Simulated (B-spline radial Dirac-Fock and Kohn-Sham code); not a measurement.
## Binding energies of Pr³⁰⁺ at several levels of theory

System: Pr³⁰⁺, configuration 1s2 2s2 2p6 3s2 3p6 3d10 4s1.

The density-functional columns are spherical, spin-unpolarised Dirac-Kohn-Sham results without Breit or QED terms: −ε is minus the orbital energy of the initial state and ΔSCF the difference of two total energies. The reference in the last column comes from Dirac-Fock energy differences between relaxed states, corrected for Breit and QED terms. All numbers are from a radial atomic solver, in eV; a selection of levels is shown. The Kohn-Sham columns are given as differences from the reference. For the 1s level of heavy atoms much of the gap between ΔSCF and the reference is the Breit and QED part, -165.0 eV here; for other levels the error of the functional can be larger.

```tsv
level	LDA −ε − DF	LDA ΔSCF − DF	Dirac-Fock
1s	-281.5	+155.2	43114.9
2s	-150.2	-53.5	7934.1
2p1/2	-115.9	+0.7	7541.0
2p3/2	-121.1	-12.7	7062.2
3p1/2	-64.1	-20.9	2367.5
3p3/2	-63.4	-21.8	2266.9
3d3/2	-45.2	+1.1	1986.8
3d5/2	-45.8	-0.1	1965.4
4s	-14.6	+5.2	1168.5
```

For the outermost level NIST gives 1169.9 ± 0.6 eV (semi-empirical); the differences from it are LDA −ε -16.02, LDA ΔSCF +3.70, Dirac-Fock -1.45 eV.

Values without a named source are computed, but for edge energies of neutral atoms, which are taken from tables.
